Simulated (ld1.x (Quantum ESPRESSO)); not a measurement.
# Pseudopotential generation for hafnium: PAW, PBE, scalar-relativistic.

ld1.x (Quantum ESPRESSO) 7.5 input, shortened:

```
&input
   title='Hf', zed=72., rel=1, dft='PBE', iswitch=3,
   config='[Xe] 4f14 5d2 5f-2 6s0 6p0'
 /
 &inputp
   pseudotype=3, lpaw=.true., tm=.true., lloc=-1, rcloc=2.05,
   nlcc=.false.,
   which_augfun='BESSEL', rmatch_augfun=1.70
 /
8
5S  1  0   2.00   0.00  2.00  2.35  0.0
6S  2  0   0.00   0.00  2.00  2.35  0.0
5P  2  1   6.00   0.00  1.66  1.76  0.0
6P  3  1   0.00   0.00  1.66  1.76  0.0
5D  3  2   2.00   0.00  2.10  2.65  0.0
5D  3  2   0.00  -0.85  2.10  2.65  0.0
5F  4  3  -2.00   0.20  2.35  2.90  0.0
5F  4  3  -2.00   2.45  2.35  2.90  0.0
 &test
   configts(1)='5s2 5p6 5d2 6s0 6p0'
 /
```

Poles of the logarithmic derivatives, all-electron (AE) and pseudo (PS). s: poles at -6.0, 0.0 (AE) and -6.0, 0.0 (PS) Ry. p: poles at -3.7, 1.3 (AE) and -3.7, 1.2 (PS) Ry. d: poles at -0.9, 3.5 (AE) and -0.9, 3.4 (PS) Ry. f: poles at -2.3, 1.8 (AE) and 1.8, 2.7 (PS) Ry. Test radius 3.13 bohr.

* Configuration tests: test run stopped at test 3 of 7 (negative rho)
* Lowest eigenvalue of the overlap operator: -0.00 (s channel); it is negative, so in a basis up to 400 Ry S is not positive definite and the file is unfit for use

The ghost test of this file was not conclusive. Its overlap operator is not positive definite in a basis up to 400 Ry (lowest eigenvalue s -0.0006), so the file is unfit for use: the generalised eigenproblem breaks down once the basis is large enough, and its test numbers describe a broken file.
